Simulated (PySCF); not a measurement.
Species: C4H5F5O2.
Structure used (PBE0-D3(BJ)/def2-SVP), in Å, numbered top down from 1:
```
atom  x, y, z in Å
F1     1.3293   -1.8032   -0.9947
C2     1.8074   -0.5542   -0.7088
O3     1.0924    0.0082    0.3226
C4    -0.2096    0.4206    0.0209
O5    -1.0985   -0.0421    0.9664
C6    -1.3780   -1.3928    0.8734
F7    -2.1267   -1.6438   -0.2367
C8    -0.2637    1.9450    0.0531
F9    -1.4729    2.3808   -0.2807
F10    0.6103    2.4264   -0.8380
F11    0.0511    2.4247    1.2456
H12    1.7432    0.0471   -1.6325
H13    2.8481   -0.6379   -0.3651
H14   -0.4985    0.0894   -0.9939
H15   -0.4511   -1.9853    0.7989
H16   -1.9573   -1.6526    1.7706
```

Computed, not measured: PBE0-D3(BJ)/def2-SVP geometry optimisation, gas phase in PySCF 2.14.0.

Take the most abundant isotopes and a rigid rotor. The values belong to one conformer with, in the numbering `[F:1][CH2:2][O:3][CH:4]([O:5][CH2:6][F:7])[C:8]([F:9])([F:10])[F:11]`, F1–C2–O3–C4 -72°, C2–O3–C4–O5 132°, O3–C4–O5–C6 -74°, C4–O5–C6–F7 -70°.

Give the principal moments of inertia and the rotational constants in MHz.

Ia = 381.12, Ib = 579.81, Ic = 800.93 u·Å²; 505379 MHz·u·Å²/I gives A = 1326, B = 871.6, C = 631.0 MHz.

Classify the top.

An asymmetric top. Ray's parameter κ = (2B − A − C)/(A − C) = -0.308; −1 is the prolate and +1 the oblate limit.

What does the inertial defect say?

Not planar: Δ = Ic − Ia − Ib = -160.00 u·Å². For a rigid frame Δ = −2 Σ m c², so Σ m c² = 80.00 u·Å² lies off the ab plane: 4.76 from hydrogen and 75.24 from heavier atoms. The atom farthest from that plane is 1.28 Å away.

List the rotational levels J(Ka,Kc) to J = 4 (K).

Above 0(0,0), as E/k:
J = 1: 1(0,1) 0.072, 1(1,1) 0.094, 1(1,0) 0.105
J = 2: 2(0,2) 0.213, 2(1,2) 0.227, 2(1,1) 0.261, 2(2,1) 0.327, 2(2,0) 0.330
J = 3: 3(0,3) 0.417, 3(1,3) 0.424, 3(1,2) 0.492, 3(2,2) 0.543, 3(2,1) 0.559, 3(3,1) 0.683, 3(3,0) 0.684
J = 4: 4(0,4) 0.681, 4(1,4) 0.684, 4(1,3) 0.794, 4(2,3) 0.829, 4(2,2) 0.869, 4(3,2) 0.977, 4(3,1) 0.981, 4(4,1) 1.165, 4(4,0) 1.165
Those of J = 1 are B + C, A + C and A + B.

Predict some low-J microwave lines.

The dipole components are |μa| = 1.06 D, |μb| = 1.53 D, |μc| = 0.21 D. Intensities carry the squares of the components, which stand as 0.48 : 1.00 : 0.02 (a : b : c). Some lines, for components of 0.1 D or more:

```json
{"type": "c", "branch": "Q", "J(Ka,Kc)": "1(1,1) ← 1(0,1)", "MHz": "454", "lower level (cm⁻¹)": "0.050"}
{"type": "b", "branch": "Q", "J(Ka,Kc)": "1(1,0) ← 1(0,1)", "MHz": "695", "lower level (cm⁻¹)": "0.050"}
{"type": "a", "branch": "Q", "J(Ka,Kc)": "2(1,1) ← 2(1,2)", "MHz": "722", "lower level (cm⁻¹)": "0.157"}
{"type": "b", "branch": "Q", "J(Ka,Kc)": "2(1,1) ← 2(0,2)", "MHz": "1009", "lower level (cm⁻¹)": "0.148"}
{"type": "c", "branch": "Q", "J(Ka,Kc)": "2(2,1) ← 2(1,1)", "MHz": "1363", "lower level (cm⁻¹)": "0.182"}
{"type": "b", "branch": "Q", "J(Ka,Kc)": "2(2,0) ← 2(1,1)", "MHz": "1436", "lower level (cm⁻¹)": "0.182"}
{"type": "a", "branch": "R", "J(Ka,Kc)": "1(0,1) ← 0(0,0)", "MHz": "1503", "lower level (cm⁻¹)": "0.000"}
{"type": "b", "branch": "R", "J(Ka,Kc)": "1(1,1) ← 0(0,0)", "MHz": "1957", "lower level (cm⁻¹)": "0.000"}
{"type": "b", "branch": "Q", "J(Ka,Kc)": "2(2,1) ← 2(1,2)", "MHz": "2085", "lower level (cm⁻¹)": "0.157"}
{"type": "c", "branch": "R", "J(Ka,Kc)": "1(1,0) ← 0(0,0)", "MHz": "2198", "lower level (cm⁻¹)": "0.000"}
{"type": "b", "branch": "R", "J(Ka,Kc)": "2(0,2) ← 1(1,1)", "MHz": "2478", "lower level (cm⁻¹)": "0.065"}
{"type": "a", "branch": "R", "J(Ka,Kc)": "2(1,2) ← 1(1,1)", "MHz": "2765", "lower level (cm⁻¹)": "0.065"}
{"type": "a", "branch": "R", "J(Ka,Kc)": "2(0,2) ← 1(0,1)", "MHz": "2932", "lower level (cm⁻¹)": "0.050"}
{"type": "b", "branch": "R", "J(Ka,Kc)": "2(1,2) ← 1(0,1)", "MHz": "3219", "lower level (cm⁻¹)": "0.050"}
{"type": "a", "branch": "R", "J(Ka,Kc)": "2(1,1) ← 1(1,0)", "MHz": "3246", "lower level (cm⁻¹)": "0.073"}
{"type": "c", "branch": "R", "J(Ka,Kc)": "2(1,1) ← 1(0,1)", "MHz": "3941", "lower level (cm⁻¹)": "0.050"}
{"type": "b", "branch": "R", "J(Ka,Kc)": "2(2,1) ← 1(1,0)", "MHz": "4609", "lower level (cm⁻¹)": "0.073"}
{"type": "c", "branch": "R", "J(Ka,Kc)": "2(2,0) ← 1(1,0)", "MHz": "4682", "lower level (cm⁻¹)": "0.073"}
{"type": "c", "branch": "R", "J(Ka,Kc)": "2(2,1) ← 1(1,1)", "MHz": "4850", "lower level (cm⁻¹)": "0.065"}
{"type": "b", "branch": "R", "J(Ka,Kc)": "2(2,0) ← 1(1,1)", "MHz": "4923", "lower level (cm⁻¹)": "0.065"}
```

Estimate the classical rotational partition function at 10 K, 50 K and 500 K.

Point group C1, symmetry number σ = 1; q = (√π/σ)·√((kT/h)³/(ABC)), k/h = 20836.6 MHz/K: 6240 at 10 K, 69800 at 50 K, 2210000 at 500 K.

No PBE0-D3(BJ)/def2-SVP frequencies stand behind this structure, so it isn't proved a minimum. These are rigid-rotor constants of the computed structure; measured ground-state constants (B0) also hold zero-point vibration.
